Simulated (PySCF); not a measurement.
These 2 structures share the formula C6H16O2Si. Theory: PBE0-D3(BJ)/def2-SVP geometry optimisation, gas phase (PySCF). Energies are electronic, without zero-point or thermal terms, for one conformer each. No frequencies were run at this level. Point groups hold within 0.08 Å.

Problem. Rank from lowest to highest electronic energy at this level (kJ/mol).
A. `CC[Si](CC)(OC)OC` (SiEt2(OMe)2)
B. `[CH3:1][CH2:2][O:3][Si:4]([CH3:5])([CH3:6])[O:7][CH2:8][CH3:9]` with C1–C2–O3–Si4 -179°, C2–O3–Si4–C5 71°, O3–Si4–O7–C8 53°, Si4–O7–C8–C9 -168°

Solution. B (0.0), A (41.4).

```tsv
SMILES	E (Eh)	E rel (kJ/mol)	dipole (D)	point group	A, B, C (MHz)
CCO[Si](C)(C)OCC	-677.38079	0.0	1.50	C1	1561, 833.1, 675.8
CC[Si](CC)(OC)OC	-677.36501	41.4	0.29	C1	1264, 1084, 958.1
```

Problem. How do the relative energies change in single points at PBE0/pcSseg-1 (no added dispersion term) on the same geometries?

Solution. 
| SMILES | PBE0-D3(BJ)/def2-SVP (kJ/mol) | PBE0/pcSseg-1 (kJ/mol) | shift |
| --- | --- | --- | --- |
| CCO[Si](C)(C)OCC | 0.0 | 0.0 | 0.0 |
| CC[Si](CC)(OC)OC | 41.4 | 48.3 | +6.9 |

Each column counts from its own lowest isomer. The order is unchanged; the largest shift is 6.9 kJ/mol.

Problem. As an exercise, what shares would exp(−E/RT) give at 1000 K from these electronic energies alone (no entropy, no degeneracies)?

Solution. RT = 8.314 kJ/mol: CCO[Si](C)(C)OCC 99.3 %, CC[Si](CC)(OC)OC 0.7 %.
